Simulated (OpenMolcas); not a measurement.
Ni2+ among 8 point charges of -0.8 e arranged as a cube (Oh), 1.86 Å from the ion.

```json
{"Program": "OpenMolcas 26.06", "Method": "SS-CASPT2, IPEA 0.25 Eh, imaginary shift 0.1 Eh (closed shells correlated: 3s 3p)", "Basis": "ANO-RCC-VDZP [5s4p2d1f]", "Scalar Hamiltonian": "DKH2, point nucleus", "Active space": "8 electrons in 5 orbitals (3d)", "State averaging": "2S+1 = 3 even, 10 roots; 2S+1 = 1 even, 15 roots", "Spin-orbit coupling": "state interaction with AMFI integrals over the reference wave functions"}
```

Task: What is the spin-free ground state (labels of O, the rotations of Oh)?

Result: 3T1, 3-fold in its orbital part, 100 % from free-ion F terms; it has the highest spin that d8 allows.

Task: Where is the first state of the same spin?

Result: 3T2 at 1910 cm-1 above the ground state.

Task: What are the lowest two levels with spin-orbit coupling?

Result: A 1-fold level A1, then a 3-fold level T1 340 cm-1 above it. Their leading multiplicities are 3 (100 %) and 3 (100 %).

Task: What is χT at 300 K, and how does it compare with the textbook value?

Result: The lowest level has 2S+1 = 3, for which the spin-only value is χT = S(S+1) / 2 = 1.000 cm3 K/mol (g = 2). The computed 2.850 at 300 K differs by +1.850, through orbital momentum, spin-orbit coupling and any other state in reach. With a threefold ground state the orbital momentum is unquenched, so the spin-only value is not expected to hold.

Roots that are degenerate in the reference are averaged as groups; the widest CASPT2 spread within a group is 520 cm-1 (the 3-fold group of multiplicity 3 near 1910 cm-1 above the lowest state of its run). Shifts and gaps below about the spread of the groups concerned are not significant. An orbital triplet at a regular site is open to Jahn-Teller coupling, which can distort the site and quench the lowest spin-orbit gaps and is left out. Free-ion shares, where given, are those of the reference states; single-state CASPT2 does not remix them. This is an electrostatic model: the charges have no orbitals. No measured value stands beside these numbers.
